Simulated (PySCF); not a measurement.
# input.py for ZnCl

The script input.py:

```python
from pyscf import gto, scf, solvent

mol = gto.M(
    atom='Zn 0 0 0; Cl 0 0 2.109',
    basis='x2c-svpall',
    charge=0,
    spin=1,
    verbose=3,
)
mf = scf.UHF(mol)
mf = mf.sfx2c1e()
mf = solvent.PCM(mf)
mf.with_solvent.eps = 32.6
mf.kernel()
mf.analyze()
print('orbital energies (hartree):', [e[max(0, n-3):n+3].round(4) for e, n in zip(mf.mo_energy, mol.nelec)])
```

```bash
$ OMP_NUM_THREADS=1 python input.py
```

The log (some set-up lines and the per-cycle HOMO/LUMO lines with their warnings removed):

```
WARN: PCM is an experimental feature. It is still in testing.
Features and APIs may be changed in the future.

converged SCF energy = -2254.74915346132  <S^2> = 0.75288329  2S+1 = 2.0028812
**** MO energy ****
                             alpha | beta                alpha | beta
[13 lines left out]
MO #14  energy= -3.88942649630161  | -3.88862459611806  occ= 1 | 1
MO #15  energy= -1.03431466811491  | -1.02382533056782  occ= 1 | 1
MO #16  energy= -0.773607274355316 | -0.77369786401103  occ= 1 | 1
MO #17  energy= -0.773607274334609 | -0.773697863990623 occ= 1 | 1
MO #18  energy= -0.773014274325706 | -0.772325366967633 occ= 1 | 1
MO #19  energy= -0.773013433084792 | -0.772324410560294 occ= 1 | 1
MO #20  energy= -0.772379407901899 | -0.770106201976145 occ= 1 | 1
MO #21  energy= -0.47534062101682  | -0.45322463174154  occ= 1 | 1
MO #22  energy= -0.419627771610252 | -0.417626742559452 occ= 1 | 1
MO #23  energy= -0.419627771605887 | -0.417626742555122 occ= 1 | 1
MO #24  energy= -0.257041881144074 | 0.0548513655002578 occ= 1 | 0
MO #25  energy= 0.197863612854934  | 0.253370683268098  occ= 0 | 0
MO #26  energy= 0.207469278020476  | 0.267196665601117  occ= 0 | 0
MO #27  energy= 0.207469278022018  | 0.267196665603476  occ= 0 | 0
[27 lines left out]

To work with the spin densities directly, `use mulliken_meta_spin()` only printing them here.

 ** Mulliken spin pop alpha/beta on meta-lowdin orthogonal AOs **
 ** Mulliken Spin Density (per atom)  **
spin density of  0 Zn =      0.87418
spin density of  1 Cl =      0.12582
 ** Mulliken pop alpha/beta on meta-lowdin orthogonal AOs **
 ** Mulliken atomic charges   ( Nelec_alpha | Nelec_beta ) **
charge of  0Zn =      0.81750  (    15.02834     14.15416 )
charge of  1Cl =     -0.81750  (     8.97166      8.84584 )
Dipole moment(X, Y, Z, Debye):  0.00000, -0.00000, -4.41348
orbital energies (hartree): [array([-0.4196, -0.4196, -0.257 ,  0.1979,  0.2075,  0.2075]), array([-0.4532, -0.4176, -0.4176,  0.0549,  0.2534,  0.2672])]
```

In short: E(SCF) = -2254.749153 Eh, ⟨S²⟩ = 0.753, μz(SCF) = -4.41 D.

Hardware: Intel Xeon Platinum 8259CL @ 2.50GHz, 1 thread, shared host. Wall time 5.7 s.

The bond length is a typed value, not an optimised one. No search for the lowest solution was made.
